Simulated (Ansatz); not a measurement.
System: LaO (charge 0, doublet). The spin state was set by rule; other spins were not relaxed. SMILES: [O]=[La]
Geometry from a B3LYP-D3(BJ)/def2-TZVP (Ansatz, a program for electronic structure) optimisation:
```xyz
2

La     0.0000     0.0000    -0.2366
O      0.0000     0.0000     1.6855
```
Charge 0, spin multiplicity 2.

Property: atomisation energy (electronic, to ground-state atoms), in kcal/mol. Valence correlation only, unless marked. Open shells are spin-unrestricted. Spin-orbit coupling is left out. Frozen are the shells of the preceding noble gas and the d and f shells that filled before the atom's block. Past Kr the def2 sets carry scalar-relativistic core potentials. 

```json
[
 {"level": "SVWN5/def2-TZVPD", "program": "Ansatz", "atomisation energy (kcal/mol)": "206.6"},
 {"level": "PBE0-D4/def2-TZVP", "program": "Ansatz + dftd4", "atomisation energy (kcal/mol)": "167.0"},
 {"level": "LC-wPBE-D3(BJ)/def2-TZVPD", "program": "Ansatz + dftd3", "atomisation energy (kcal/mol)": "172.5"},
 {"level": "B2PLYP-D4/def2-TZVPD", "program": "Ansatz + dftd4", "atomisation energy (kcal/mol)": "174.5"},
 {"level": "CCSD/def2-SVP", "program": "Ansatz", "atomisation energy (kcal/mol)": "150.8"},
 {"level": "CCSD(T)/def2-SVP", "program": "Ansatz", "atomisation energy (kcal/mol)": "157.3"}
]
```
